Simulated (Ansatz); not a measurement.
`[SiH3]C[BH][AlH][SiH3]` + H₂ → `[BH2][AlH][SiH3]` + `C[SiH3]` at 700 K and 1 bar (hydrogenolysis of a B–C bond).

Isolated molecules relaxed with PBE0-D4/def2-TZVP in Ansatz; ΔE leaves out vibrations. CCSD(T)/CBS adds triple-zeta CCSD(T) − MP2 to the extrapolated MP2 energy (def2 sets, frozen cores). This one scheme is used for every species. One conformer a species, not always the lowest.

```json
{"species": "`[SiH3]C[BH][AlH][SiH3]`", "CCSD(T)/CBS energy (Eh)": "-888.98922", "H − E (kJ/mol)": "366.5", "S (J/(mol·K))": "609.1"}
{"species": "H₂", "CCSD(T)/CBS energy (Eh)": "-1.17544", "H − E (kJ/mol)": "46.8", "S (J/(mol·K))": "155.3"}
{"species": "`[BH2][AlH][SiH3]`", "CCSD(T)/CBS energy (Eh)": "-559.42478", "H − E (kJ/mol)": "205.9", "S (J/(mol·K))": "454.4"}
{"species": "`C[SiH3]`", "CCSD(T)/CBS energy (Eh)": "-330.73916", "H − E (kJ/mol)": "210.8", "S (J/(mol·K))": "332.0"}
```

H − E and S are ideal-gas, rigid-rotor, harmonic terms from PBE0-D4/def2-TZVP, for one conformer and one mirror image of each species. For small species the MP2-based limit differs from directly extrapolated CCSD(T) by up to some mEh (0.8 for H₂); such offsets cancel only in part. 1 Eh = 2625.50 kJ/mol, R = 8.31446 J/(mol·K).

**Question.** By hand: ΔE, ΔH, ΔS and ΔG.

**Answer.** ΔE = (-559.42478) + (-330.73916) − (-888.98922) − (-1.17544) = 0.00072 Eh = 1.9 kJ/mol. Δ(H − E) = 205.9 + 210.8 − 366.5 − 46.8 = 3.4, so ΔH = 5.3 kJ/mol. ΔS = 454.4 + 332.0 − 609.1 − 155.3 = 22.0 J/(mol·K). ΔG = 5.3 − 700 × (22.0)/1000 = -10.1 kJ/mol.

**Question.** By hand: the equilibrium constant, and the temperature at which ΔG would vanish if ΔH and ΔS stayed fixed.

**Answer.** log₁₀ K = −ΔG/(RT ln 10) = 0.8. ΔG = 0 at ΔH/ΔS = 241 K, though so small a ΔH makes that figure unsure.

TΔS isn't small against ΔH here. A doubt of 5 kJ/mol in ΔE shifts log₁₀ K by 0.4 here. Other conformers and mirror images would add mixing entropy, several J/(mol·K) or more a flexible species. Modes under 60 cm⁻¹, often nearly free rotors, make the harmonic entropy too high. These are equilibria of isolated gas molecules and say nothing of rates. Largest T1 diagnostic: 0.013 (customary marks: 0.02 for closed shells, 0.045 for open ones).
